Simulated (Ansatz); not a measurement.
Two isomers of C2H7ClSn: A = `[CH3][SnH2][CH2]Cl`, B = `C[CH](Cl)[SnH3]`.

Isolated molecules relaxed with PBE0-D4/def2-TZVP in Ansatz; ΔE leaves out vibrations. CBS: MP2 limit from def2 TZ/QZ plus the TZ coupled-cluster correction, frozen cores. DFT in def2-TZVPP. B3LYP here is the variant with VWN-RPA as its local correlation; programs differ in this. def2 core potentials past Kr. For Sn outer-core shells are correlated without core-valence functions, which leaves a few kJ/mol of doubt a bond. Each species was taken in one conformer, which may not be the lowest.

Question: Which isomer does CCSD(T)/CBS put lower? Give the gap. (An estimate is asked.)

Answer: Ansatz gave: A, by 27.2 kJ/mol.

Question: Give E(B) − E(A) in kJ/mol with CCSD(T)/def2-TZVPP, MP2/def2-TZVPP, HF/def2-TZVPP, PBE-D4, B3LYP, B3LYP-D4, B2PLYP. (Estimate.)

Answer: Ansatz gave: CCSD(T)/def2-TZVPP 23.7, MP2/def2-TZVPP 25.9, HF/def2-TZVPP 22.7, PBE-D4 21.2, B3LYP 25.0, B3LYP-D4 22.4, B2PLYP 25.0. None reverses the order clearly.

Largest T1 diagnostic: 0.012.
